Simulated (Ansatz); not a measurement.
Basis-set extrapolation for C₂H₅ClSi, SMILES `CC[Si]Cl` (PBE0-D4/def2-TZVP geometry, frozen core, Ansatz 0.2.0). Multiplicity 1, RHF reference.

```csv
,def2-TZVPP,def2-QZVPP
HF,-827.138368,-827.163412
MP2 correlation,-0.642317,-0.692241
CCSD(T) correlation,-0.723617,-0.770129
```

Energies in hartree. Use E(X) = E(∞) + A·exp(−7.88·√X) for Hartree–Fock and E(X) = E(∞) + B·X^(−2.97) for correlation, with X = 3 and 4.

**Question.** What is the CCSD(T) energy at the basis-set limit?

**Answer.** HF limit: -827.163412 + (-0.025044) × 0.13774 = -827.16686. Correlation limit: -0.770129 + (-0.046512) × 0.74074 = -0.80458. Total: -827.97144 hartree, 2.98 eV below CCSD(T)/def2-TZVPP.
